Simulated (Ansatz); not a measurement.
**Molecular dynamics of F4GeH3N**

Input:

```yaml
crystal:
  periodic: [false, false, false]
  atoms:
    - { symbol: Ge, position_ang: [-0.67217, -0.42386, -0.169027] }
    - { symbol: F, position_ang: [1.035291, -1.277996, 0.779394] }
    - { symbol: F, position_ang: [-0.403468, -1.596932, -1.414611] }
    - { symbol: F, position_ang: [-1.531715, -0.878836, 1.264216] }
    - { symbol: F, position_ang: [-1.903876, 0.54915, -0.94788] }
    - { symbol: H, position_ang: [1.294728, -0.203245, 0.600622] }
    - { symbol: "N", position_ang: [0.717206, 0.887875, 0.063594] }
    - { symbol: H, position_ang: [0.41681, 1.673553, 0.657398] }
    - { symbol: H, position_ang: [1.046995, 1.27019, -0.833705] }
basis:
  gaussian: { orbitals: def2-SVP }
hamiltonian:
  xc: pbe
md:
  timestep: 0.5
  n_steps: 200
  ensemble: nve
  temperature: 100.0
  initial_velocities: maxwell_boltzmann
  seed: 6894
```

Run as:

```bash
$ ansatz run input.yaml --threads 2 --pin off --max-ram 3072MiB --backend cpu --events-out ev --progress --plain --runs-dir out
```

It starts at the highest image of a converged band, a first-order saddle point between two minima.

Output, in part (one step line in 7, the closing report, with atoms numbered from 0):

```
md step     0: t =     0.00 fs  T =   100.0 K  F+E_penalty+E_count = -68890.63835246 eV  E_kin = 0.090482 eV  conserved = -68890.54787046 eV  (27 SCF iters)
md step     7: t =     3.50 fs  T =    78.6 K  F+E_penalty+E_count = -68890.61867029 eV  E_kin = 0.071090 eV  conserved = -68890.54758016 eV  (32 SCF iters)
md step    14: t =     7.00 fs  T =    55.2 K  F+E_penalty+E_count = -68890.59738101 eV  E_kin = 0.049933 eV  conserved = -68890.54744762 eV  (32 SCF iters)
md step    21: t =    10.50 fs  T =    51.5 K  F+E_penalty+E_count = -68890.59427289 eV  E_kin = 0.046582 eV  conserved = -68890.54769127 eV  (32 SCF iters)
md step    28: t =    14.00 fs  T =    54.1 K  F+E_penalty+E_count = -68890.59670346 eV  E_kin = 0.048951 eV  conserved = -68890.54775231 eV  (32 SCF iters)
md step    35: t =    17.50 fs  T =    50.6 K  F+E_penalty+E_count = -68890.59324311 eV  E_kin = 0.045753 eV  conserved = -68890.54748991 eV  (32 SCF iters)
md step    42: t =    21.00 fs  T =    63.6 K  F+E_penalty+E_count = -68890.60512002 eV  E_kin = 0.057580 eV  conserved = -68890.54754037 eV  (32 SCF iters)
md step    49: t =    24.50 fs  T =    84.5 K  F+E_penalty+E_count = -68890.62426559 eV  E_kin = 0.076429 eV  conserved = -68890.54783680 eV  (32 SCF iters)
md step    56: t =    28.00 fs  T =    80.1 K  F+E_penalty+E_count = -68890.62023157 eV  E_kin = 0.072494 eV  conserved = -68890.54773778 eV  (31 SCF iters)
md step    63: t =    31.50 fs  T =    62.8 K  F+E_penalty+E_count = -68890.60427742 eV  E_kin = 0.056789 eV  conserved = -68890.54748863 eV  (32 SCF iters)
md step    70: t =    35.00 fs  T =    63.9 K  F+E_penalty+E_count = -68890.60546053 eV  E_kin = 0.057831 eV  conserved = -68890.54762941 eV  (32 SCF iters)
md step    77: t =    38.50 fs  T =    78.4 K  F+E_penalty+E_count = -68890.61874769 eV  E_kin = 0.070956 eV  conserved = -68890.54779181 eV  (31 SCF iters)
md step    84: t =    42.00 fs  T =    88.0 K  F+E_penalty+E_count = -68890.62725107 eV  E_kin = 0.079629 eV  conserved = -68890.54762214 eV  (32 SCF iters)
md step    91: t =    45.50 fs  T =    97.7 K  F+E_penalty+E_count = -68890.63592621 eV  E_kin = 0.088431 eV  conserved = -68890.54749485 eV  (31 SCF iters)
md step    98: t =    49.00 fs  T =   114.8 K  F+E_penalty+E_count = -68890.65158313 eV  E_kin = 0.103898 eV  conserved = -68890.54768515 eV  (31 SCF iters)
md step   105: t =    52.50 fs  T =   121.0 K  F+E_penalty+E_count = -68890.65723734 eV  E_kin = 0.109522 eV  conserved = -68890.54771512 eV  (31 SCF iters)
md step   112: t =    56.00 fs  T =   122.7 K  F+E_penalty+E_count = -68890.65861584 eV  E_kin = 0.111029 eV  conserved = -68890.54758725 eV  (29 SCF iters)
md step   119: t =    59.50 fs  T =   128.0 K  F+E_penalty+E_count = -68890.66342967 eV  E_kin = 0.115842 eV  conserved = -68890.54758721 eV  (31 SCF iters)
md step   126: t =    63.00 fs  T =   135.9 K  F+E_penalty+E_count = -68890.67066517 eV  E_kin = 0.122946 eV  conserved = -68890.54771963 eV  (31 SCF iters)
md step   133: t =    66.50 fs  T =   137.3 K  F+E_penalty+E_count = -68890.67198179 eV  E_kin = 0.124267 eV  conserved = -68890.54771497 eV  (31 SCF iters)
md step   140: t =    70.00 fs  T =   134.0 K  F+E_penalty+E_count = -68890.66885957 eV  E_kin = 0.121273 eV  conserved = -68890.54758686 eV  (31 SCF iters)
md step   147: t =    73.50 fs  T =   138.9 K  F+E_penalty+E_count = -68890.67328801 eV  E_kin = 0.125666 eV  conserved = -68890.54762196 eV  (31 SCF iters)
md step   154: t =    77.00 fs  T =   145.1 K  F+E_penalty+E_count = -68890.67897826 eV  E_kin = 0.131280 eV  conserved = -68890.54769815 eV  (31 SCF iters)
md step   161: t =    80.50 fs  T =   144.7 K  F+E_penalty+E_count = -68890.67852185 eV  E_kin = 0.130886 eV  conserved = -68890.54763620 eV  (30 SCF iters)
md step   168: t =    84.00 fs  T =   144.0 K  F+E_penalty+E_count = -68890.67790455 eV  E_kin = 0.130304 eV  conserved = -68890.54760080 eV  (31 SCF iters)
md step   175: t =    87.50 fs  T =   143.0 K  F+E_penalty+E_count = -68890.67701513 eV  E_kin = 0.129349 eV  conserved = -68890.54766570 eV  (31 SCF iters)
md step   182: t =    91.00 fs  T =   132.8 K  F+E_penalty+E_count = -68890.66781442 eV  E_kin = 0.120161 eV  conserved = -68890.54765333 eV  (31 SCF iters)
md step   189: t =    94.50 fs  T =   121.0 K  F+E_penalty+E_count = -68890.65707273 eV  E_kin = 0.109439 eV  conserved = -68890.54763382 eV  (31 SCF iters)
md step   196: t =    98.00 fs  T =   118.2 K  F+E_penalty+E_count = -68890.65461627 eV  E_kin = 0.106948 eV  conserved = -68890.54766854 eV  (31 SCF iters)
md step   200: t =   100.00 fs  T =   117.2 K  F+E_penalty+E_count = -68890.65360706 eV  E_kin = 0.106013 eV  conserved = -68890.54759391 eV  (29 SCF iters)
Total energy: -68890.65363798 eV, -2531.6848254336 hartree
Atom 0 at    -0.760873    -0.314491    -0.247483 Å, force     0.111871    -0.753029    -0.272191 eV/Å
Atom 1 at     1.429634    -1.557854     0.959342 Å, force     0.125921     0.207731    -0.030013 eV/Å
Atom 2 at    -0.350317    -1.636986    -1.298030 Å, force    -0.184149     0.434980     0.091266 eV/Å
Atom 3 at    -1.442933    -0.845710     1.223181 Å, force    -0.307826    -0.285941     0.588555 eV/Å
Atom 4 at    -2.061837     0.545393    -0.993809 Å, force    -0.133866     0.128638    -0.333689 eV/Å
Atom 5 at     1.571392    -0.636922     0.705523 Å, force    -0.162537    -0.230821     0.037350 eV/Å
Atom 6 at     0.655515     0.759405     0.145373 Å, force     0.513258     1.162332    -0.291868 eV/Å
Atom 7 at     0.408139     1.376878     0.947530 Å, force     0.108791    -0.272600    -0.350998 eV/Å
Atom 8 at     0.897241     1.381350    -0.661895 Å, force    -0.071462    -0.391289     0.561587 eV/Å
Dipole moment:     0.299773     0.898277    -0.080829 e Å
```

The run went to its last step. The conserved energy stayed within 0.049 meV per atom of its start (net change 0.031 meV per atom), so the integration is sound. The kinetic energy rose, since the run started high on the potential surface and went downhill. It ends in pieces (F3GeH2N + FH), so much of that is their flight and rotation, not heat. A run of 0.1 ps of so small a system gives no equilibrium averages. The orbitals stay closed-shell, which can raise the energy where a bond breaks towards radicals; this wasn't checked here.

Between its relaxed ends the band would form F2–H6 and break Ge1–F2, H6–N7. These pairs go: F2–H6 1.12 → 0.97 Å, Ge1–F2 2.13 → 2.79 Å, H6–N7 1.35 → 1.76 Å. In the last frame they stand as after the step (other bonds may differ from the relaxed reactants and products). It ends as F3GeH2N + FH. Pairs count as bonded within 1.25 times the sum of covalent radii (0.12 Å more for H–H).

Last frame:

```xyz
9
Properties=species:S:1:pos:R:3
Ge -0.761 -0.315 -0.247
F 1.430 -1.558 0.959
F -0.350 -1.637 -1.298
F -1.443 -0.846 1.223
F -2.062 0.545 -0.994
H 1.571 -0.637 0.706
N 0.655 0.759 0.145
H 0.408 1.377 0.948
H 0.897 1.381 -0.662
```

Run time: 7.8 min on 2 threads of Intel(R) Xeon(R) Platinum 8175M CPU @ 2.50GHz (Skylake/Cascade Lake), with other jobs on the host, peak memory 0.18 GiB.
